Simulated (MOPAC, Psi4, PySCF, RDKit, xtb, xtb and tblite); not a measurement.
Two geometries of C8H8O2, SMILES Cc1cccc(C(=O)O)c1, relaxed at GFN2-xTB with one dihedral held; other torsions can differ between them too.

Structure A

```
18

C     -2.3520    -1.3579     0.3798
C     -1.2469    -0.3993     0.0631
C     -1.5305     0.8533    -0.4730
C     -0.5170     1.7550    -0.7433
C      0.8030     1.4181    -0.5005
C      1.1065     0.1655     0.0268
C      2.4982    -0.2778     0.3282
O      2.7514    -1.1416     1.1224
O      3.4859     0.3367    -0.3508
C      0.0761    -0.7262     0.3141
H     -3.0901    -1.3733    -0.4197
H     -2.8578    -1.0507     1.2952
H     -1.9647    -2.3625     0.5253
H     -2.5567     1.1256    -0.6733
H     -0.7556     2.7284    -1.1459
H      1.5744     2.1529    -0.6932
H      3.1508     1.0105    -0.9569
H      0.3377    -1.6853     0.7360
```

Structure B

```
18

C     -2.3945    -1.3080     0.4761
C     -1.2644    -0.3986     0.1030
C     -1.5172     0.8435    -0.4721
C     -0.4813     1.6993    -0.8056
C      0.8307     1.3320    -0.5714
C      1.0990     0.0929     0.0035
C      2.4806    -0.3546     0.2757
O      2.7764    -1.4144     0.7714
O      3.4160     0.5413    -0.0841
C      0.0517    -0.7628     0.3367
H     -3.1675    -1.2974    -0.2894
H     -2.8456    -0.9758     1.4114
H     -2.0431    -2.3274     0.6114
H     -2.5392     1.1407    -0.6607
H     -0.6998     2.6580    -1.2522
H      1.6448     1.9905    -0.8290
H      4.2961     0.1892     0.1198
H      0.2918    -1.7177     0.7806
```

Which is lower in energy at the level B3LYP-D3(BJ)/def2-SVP // GFN2-xTB run with Psi4, and by how much?

B is lower, by 6.63 kcal/mol (dihedral O8–C7–O9–H17: 180° in A, 0° in B).

E(B) − E(A) in kcal/mol at the other levels, on the same two geometries: GFN2-xTB (xtb and tblite) -6.64; MMFF94 // GFN2-xTB (RDKit) -11.29; B3LYP/def2-SVP // GFN2-xTB (Psi4) -6.89; PBE/def2-SVP // GFN2-xTB (Psi4) -6.25; PBE-D3(BJ)/def2-SVP // GFN2-xTB (Psi4) -6.09; UFF // GFN2-xTB (RDKit) -4.32; PM6, restricted, heats of formation // GFN2-xTB (MOPAC) -6.34; PM3, restricted, heats of formation // GFN2-xTB (MOPAC) -3.02; GFN1-xTB // GFN2-xTB (xtb) -8.11; restricted B3LYP/6-31G*, spherical d, density fitting // GFN2-xTB (PySCF) -7.15; restricted LDA (SVWN5)/6-31G*, spherical d, density fitting // GFN2-xTB (PySCF) -6.76; restricted B3LYP/3-21G, density fitting // GFN2-xTB (PySCF) -9.49; restricted Hartree-Fock/LANL2DZ, density fitting // GFN2-xTB (PySCF) -10.38.
